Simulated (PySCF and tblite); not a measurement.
The numbers below are computed, except where a source is named.
**Barrier and rate of a rearrangement**

System: C9H10O, numbered as in [OH:1][CH2:2][C:3]1=[CH:4][C@@H:5]2[CH:6]=[CH:7][C@@H:8]3[C@H:9]1[C@H:10]23.

Motion: Cope rearrangement (breaking C9–C8, making C4–C6). Geometries: GFN2-xTB; energies: PBE0/pcSseg-1 + D3(BJ); zero-point and thermal terms from GFN2-xTB harmonic modes (soft modes blended into free rotors). Rate constants are transition-state-theory values, counting equivalent paths, without tunnelling. Programs: tblite and PySCF.

| point | symmetry | E(GFN2) kcal/mol | E(DFT) kcal/mol | ZPE change kcal/mol | lowest mode cm⁻¹ | dipole D |
| --- | --- | --- | --- | --- | --- | --- |
| start | C1 | 0.0 | 0.0 | 0.00 | 57 | 1.74 |
| saddle | C1 | 6.9 | 13.7 | -1.02 | 408i | 1.83 |
| end | C1 | 0.1 | -0.6 | 0.06 | 50 | 1.51 |

```
Electronic barrier                                      : 13.7 kcal/mol
Barrier with zero-point energy                          : 12.7 kcal/mol
ΔH‡ (298 K)                                             : 12.5 kcal/mol
ΔS‡ (298 K, symmetry apart)                             : -0.7 cal/(mol K)
Paths                                                   : 1 equivalent path
End point                                               : a different minimum
Mean lifetime of the start against this motion at 298 K : 350 µs
Cost                                                    : 2.2 min on 1 thread of Arm Neoverse V1, shared host (rough), peak memory 1 GiB, launched as `OMP_NUM_THREADS=1 python ens_run.py task.json out`
```

```tsv
T/K	ΔG‡ kcal/mol	k s⁻¹	ΔG kcal/mol	k back s⁻¹
150	12.7	1.1×10⁻⁶	-0.5	1.8×10⁻⁷
200	12.7	0.058	-0.6	0.015
250	12.7	40	-0.6	13
298	12.8	2820	-0.6	1110
350	12.8	7.5×10⁴	-0.6	3.4×10⁴
400	12.8	8×10⁵	-0.6	4×10⁵
500	13.0	2.2×10⁷	-0.5	1.3×10⁷
```

ΔG and ΔG‡ leave out symmetry numbers and mirror images; rates count paths: 1 out, 1 back.

DFT energies on a tight-binding saddle of a bond shift can be off by several kcal/mol.
